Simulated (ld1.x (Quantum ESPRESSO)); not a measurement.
**Logarithmic derivatives: aluminium (Al), TM**

```
Element                 : Al
Generator               : ld1.x (Quantum ESPRESSO) 7.5
Type                    : norm-conserving Troullier–Martins (Kleinman–Bylander form)
Functional              : PBE
Relativity              : non-relativistic
Frozen core             : [Ne]
Valence charge          : 3
Reference configuration : 3s1 3p0 (charge +2)
Partial waves           : 3p (bound, empty): rc 1.55 bohr; 3s (bound): rc 1.50 bohr
Local potential         : the s channel
Core correction         : a·sin(br)/r model core, default radius (core density twice the valence density)
```

The phase is arctan(r·u′/u) with u = r·R(r), unwrapped; energies in Ry, scanned from -4 to 5 Ry. A pole is an energy at which the radial function vanishes at the test radius. The pseudo phase is shifted by a multiple of π to meet the all-electron one at the reference energy, and phase errors are pseudo minus all-electron; the curves can meet again beyond the range given. Levels narrower than the energy grid can be missing from the lists of poles.

Problem. For each channel, where are the poles, and over which energies does the pseudopotential scatter like the atom?

Solution.

| channel | radius (bohr) | reference energy (Ry) | poles, all-electron | poles, pseudo | unbroken range about the reference energy with phases within 0.05 rad | phase error 1 Ry above the reference energy (rad) |
| --- | --- | --- | --- | --- | --- | --- |
| s | 1.70 | -1.74 | 4.45 | 2.61 | below -0.2 | -0.030 |
| p | 1.70 | -1.26 | none | 1.90 | below -0.5 | -0.094 |

Phases in the s channel:

```json
{"E (Ry)": "-4.00", "all-electron": "1.124", "pseudo": "1.112"}
{"E (Ry)": "-3.76", "all-electron": "1.096", "pseudo": "1.084"}
{"E (Ry)": "-3.52", "all-electron": "1.063", "pseudo": "1.052"}
{"E (Ry)": "-3.28", "all-electron": "1.024", "pseudo": "1.014"}
{"E (Ry)": "-3.04", "all-electron": "0.977", "pseudo": "0.969"}
{"E (Ry)": "-2.80", "all-electron": "0.921", "pseudo": "0.914"}
{"E (Ry)": "-2.56", "all-electron": "0.853", "pseudo": "0.848"}
{"E (Ry)": "-2.32", "all-electron": "0.767", "pseudo": "0.764"}
{"E (Ry)": "-2.08", "all-electron": "0.660", "pseudo": "0.658"}
{"E (Ry)": "-1.84", "all-electron": "0.524", "pseudo": "0.524"}
{"E (Ry)": "-1.60", "all-electron": "0.353", "pseudo": "0.353"}
{"E (Ry)": "-1.36", "all-electron": "0.146", "pseudo": "0.142"}
{"E (Ry)": "-1.12", "all-electron": "-0.087", "pseudo": "-0.099"}
{"E (Ry)": "-0.88", "all-electron": "-0.325", "pseudo": "-0.349"}
{"E (Ry)": "-0.64", "all-electron": "-0.543", "pseudo": "-0.579"}
{"E (Ry)": "-0.40", "all-electron": "-0.728", "pseudo": "-0.773"}
{"E (Ry)": "-0.16", "all-electron": "-0.877", "pseudo": "-0.928"}
{"E (Ry)": "0.08", "all-electron": "-0.995", "pseudo": "-1.051"}
{"E (Ry)": "0.32", "all-electron": "-1.088", "pseudo": "-1.148"}
{"E (Ry)": "0.56", "all-electron": "-1.163", "pseudo": "-1.226"}
{"E (Ry)": "0.80", "all-electron": "-1.224", "pseudo": "-1.290"}
{"E (Ry)": "1.04", "all-electron": "-1.274", "pseudo": "-1.344"}
{"E (Ry)": "1.28", "all-electron": "-1.316", "pseudo": "-1.389"}
{"E (Ry)": "1.52", "all-electron": "-1.351", "pseudo": "-1.429"}
{"E (Ry)": "1.76", "all-electron": "-1.382", "pseudo": "-1.465"}
{"E (Ry)": "2.00", "all-electron": "-1.409", "pseudo": "-1.497"}
{"E (Ry)": "2.24", "all-electron": "-1.433", "pseudo": "-1.528"}
{"E (Ry)": "2.48", "all-electron": "-1.454", "pseudo": "-1.556"}
{"E (Ry)": "2.72", "all-electron": "-1.472", "pseudo": "-1.584"}
{"E (Ry)": "2.96", "all-electron": "-1.490", "pseudo": "-1.612"}
{"E (Ry)": "3.20", "all-electron": "-1.505", "pseudo": "-1.641"}
{"E (Ry)": "3.44", "all-electron": "-1.520", "pseudo": "-1.671"}
{"E (Ry)": "3.68", "all-electron": "-1.533", "pseudo": "-1.704"}
{"E (Ry)": "3.92", "all-electron": "-1.546", "pseudo": "-1.741"}
{"E (Ry)": "4.16", "all-electron": "-1.557", "pseudo": "-1.784"}
{"E (Ry)": "4.40", "all-electron": "-1.569", "pseudo": "-1.837"}
{"E (Ry)": "4.64", "all-electron": "-1.579", "pseudo": "-1.905"}
{"E (Ry)": "4.88", "all-electron": "-1.589", "pseudo": "-1.998"}
```
